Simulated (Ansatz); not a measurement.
Pulling on the Ge1–Cl3 bond in ClFGeH2 (SMILES [F][GeH2][Cl]) (multiplicity 1 held, fragments rigid). Energies count from the point at 2.151 Å.
Geometry at that point (charge 0, multiplicity 1):
```xyz
5

Ge    -0.487    -0.288     0.042
F     -1.170     1.314     0.034
Cl     1.644    -0.041    -0.108
H     -0.826    -0.911     1.396
H     -0.999    -0.997    -1.212
```

Unrestricted levels (U-) break spin symmetry where that is lower. Active spaces are followed from a long bond inwards. Curves can end on different states.

Frozen-core correlation. Filled d and f shells under p-block atoms count as core.

Codes used: Ansatz (Gaussian orbitals). Each number belongs to the level named beside it.

Q: What is the computed energy at R = 6.882 Å (U-CCSD(T)/def2-SVP)?

A: 399 kJ/mol

Doubts at one or more of the structures used: a spin-contaminated determinant (U-CCSD(T)/def2-SVP).

Ansatz is a program for electronic structure.
